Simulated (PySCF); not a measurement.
triaminosilyl (H6N3Si), SMILES N[Si](N)N, multiplicity 2. Atoms are numbered in the order given.

```xyz
10

N      0.4647     1.5562     0.2288
Si     0.0000     0.0000    -0.4224
N      1.1153    -1.1805     0.2288
N     -1.5800    -0.3757     0.2288
H     -0.2712     2.0876     0.6895
H      1.0587     2.1720    -0.3195
H      1.3516    -2.0028    -0.3195
H      1.9435    -0.8089     0.6895
H     -2.4103    -0.1691    -0.3195
H     -1.6723    -1.2787     0.6895
```
Charge 0, spin multiplicity 2.

Geometry optimised at B3LYP-D3(BJ)/def2-SVP. Other conformers were not sampled.

The numbers are results of PBE/def2-TZVP in PySCF, not measurements.

Gas-phase values at a fixed geometry.

Computed frontier levels, dipole moment and polarisability:
The α spin, highest occupied and lowest empty level comes out as -3.56 and 0.36 eV and the β spin, highest occupied and lowest empty level is -6.00 and -2.14 eV. The dipole moment comes out as 0.40 D and the quadrupole, principal values (traceless, Buckingham form, about the centre of nuclear charge) is -8.70, 4.35, 4.35 D·Å. The mean static polarisability is 57.8 bohr³ (8.57 Å³) and the polarisability, principal values comes out as 49.3, 62.1, 62.1 bohr³. The ⟨S²⟩ is 0.752 (pure state 0.75).
